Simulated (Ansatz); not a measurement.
Consider the formal exchange of groups at the Al–Si bond: `C[SiH2][Al]1[CH2][SiH2]1` + SiH₄ → `[SiH3][Al]1[CH2][SiH2]1` + `C[SiH3]`.

Isolated molecules relaxed with PBE0-D4/def2-TZVP in Ansatz; ΔE leaves out vibrations. CBS: MP2 limit from def2 TZ/QZ plus the TZ coupled-cluster correction, frozen cores. This one scheme is used for every species. DFT in def2-TZVPP. One conformer a species, not always the lowest.

```tsv
species	PBE0 energy (Eh)
`C[SiH2][Al]1[CH2][SiH2]1`	-902.59575
SiH₄	-291.75661
`[SiH3][Al]1[CH2][SiH2]1`	-863.30238
`C[SiH3]`	-331.05158
```

**Question.** Work out ΔE.

**Answer.** ΔE = (-863.30238) + (-331.05158) − (-902.59575) − (-291.75661) = -0.00160 Eh = -1.0 kcal/mol. CCSD(T)/CBS gives -0.7 kcal/mol.

Largest T1 diagnostic among the species: 0.014.
